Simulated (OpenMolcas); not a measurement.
W4+ with 6 ligands (fluoride) in trigonal antiprismatic coordination (D3d), a polar angle of 58.0° against the regular 54.74°. A charge of +0.333 e stands 2.4 Å behind each ligand. Ligand basis ANO-RCC-VDZP.

```yaml
Program: OpenMolcas 26.06
Method: CASSCF
Basis: ANO-RCC-VTZP [8s7p5d3f2g1h]
Scalar_Hamiltonian: DKH2, point nucleus
Active_space: 2 electrons in 5 orbitals (5d)
State_averaging: 2S+1 = 3 even, 10 roots; 2S+1 = 1 even, 15 roots
Spin-orbit_coupling: state interaction with AMFI integrals over the reference wave functions
```

All ligands move together. At R = 1.9 Å the first state of the same spin is 1188 cm-1, and at R = 1.97 Å it is 967.5 cm-1.

Question: A third run gives 689.3 cm-1. What distance was it run at?

Answer: With a power law R^-n the two known points give n = -ln(967.5 / 1188) / ln(1.97 / 1.9) = 5.67. Then R = 1.9 × (1188 / 689.3)^(1/5.67) = 2.091 Å. The run was at 2.08 Å, so the estimate is off by +0.011 Å.

An orbital doublet at a regular site is open to a Jahn-Teller distortion, which this geometry leaves out. Without dynamic correlation the repulsion within the d shell is too large (B by tens of per cent), so at a given field states of lower spin stand too high. With metal d orbitals alone the field can be off either way by tens of per cent. Ligand-to-metal charge-transfer states are missing. With no ligand orbital active B as a rule stays too high, so bands that hang on it stand too high and its fall with covalency is understated. The least metal-like active orbital is 75 % on the metal (Löwdin) and no ligand orbital is active, so the numbers are rough (holds for R = 1.9). The least metal-like active orbital is 77 % on the metal (Löwdin) and no ligand orbital is active, so the numbers are rough (holds for R = 1.97). Spin-orbit coupling mixes the spin-free states strongly: the lowest level takes only 65 % from its leading state, 3E (holds for R = 2.08). The least metal-like active orbital is 80 % on the metal (Löwdin) and no ligand orbital is active, so the numbers are rough (holds for R = 2.08). No measured value stands beside these numbers; the geometry was imposed, not optimised, and the real ion may take another.
